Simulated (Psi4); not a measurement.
HLiO, charge +1, doublet, at a GFN2-xTB geometry (such geometries of metal compounds can be far from the true shape) (a state made from the parent by changing its charge; the spin is typed, not shown lowest). Base run: HF/pcseg-1 in Psi4.

Geometry (Å):
```xyz
3

Li     0.0000     0.0000    -1.4249
O      0.0000     0.0000     0.3666
H      0.0000     0.0000     1.3418
```
Charge +1, spin multiplicity 2.
Orbitals are unrestricted.
All else is at Psi4's defaults (density fitting).

Each row names what was changed in the base input (with any setting that the change needs).

```json
[
 {"change": "base", "basis functions": "28", "E (Eh)": "-82.63776"},
 {"change": "basis = cc-pVDZ-DK; relativity = none (with scf_type pk)", "basis functions": "33", "E (Eh)": "-82.66728"},
 {"change": "basis = cc-pVTZ-DK; relativity = none (with scf_type pk)", "basis functions": "74", "E (Eh)": "-82.69012"},
 {"change": "basis = cc-pVTZ-DK; relativity = spin-free X2C (with scf_type pk)", "basis functions": "74", "E (Eh)": "-82.74709"},
 {"change": "basis = cc-pVDZ-DK; relativity = spin-free X2C (with scf_type pk)", "basis functions": "33", "E (Eh)": "-82.72421"}
]
```

Total energies compare only within one method and basis.

Open shells are given as the SCF converged; they aren't shown to be the lowest states, and a large step between rows can be another state.

Basis sets contracted for a relativistic Hamiltonian are a mismatch without it, so the rows without relativity aren't non-relativistic limits. No row has spin-orbit coupling; sets with core potentials leave out the core electrons.
